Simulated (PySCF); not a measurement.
**Radial density of P⁺ (phosphorus, charge +1)**

PW91, [Ne] 3s2 3p2, high-spin 3P determinant. All numbers are calculated (PySCF 2.14, no relativity, point nucleus, in dyall-av2z (13s9p2d, 50 functions)).

| r (bohr) | 4πr²ρ (e/bohr) | 4πr²(ρα − ρβ) |
| --- | --- | --- |
| 0.00213 | 0.1175 | 0.0000 |
| 0.00358 | 0.3175 | 0.0000 |
| 0.00603 | 0.8357 | 0.0000 |
| 0.0101 | 2.088 | -0.0001 |
| 0.0171 | 4.806 | -0.0002 |
| 0.0287 | 9.599 | 0.0003 |
| 0.0483 | 15.23 | 0.0042 |
| 0.0812 | 16.76 | 0.0238 |
| 0.137 | 12.19 | 0.0909 |
| 0.230 | 12.10 | 0.2029 |
| 0.386 | 15.91 | 0.1676 |
| 0.650 | 8.180 | -0.0053 |
| 1.09 | 2.295 | 0.5076 |
| 1.84 | 2.279 | 1.0919 |
| 3.09 | 0.5408 | 0.3361 |
| 5.20 | 0.02358 | 0.0204 |
| 8.75 | 3.140e-05 | 0.0000 |

Q: Where is the radial spin density 4πr²(ρα − ρβ) most negative, and why is it negative at all?

A: Around r = 0.650 bohr, down to -0.0053 e/bohr: exchange with the open shell polarises the paired shells in an unrestricted calculation.
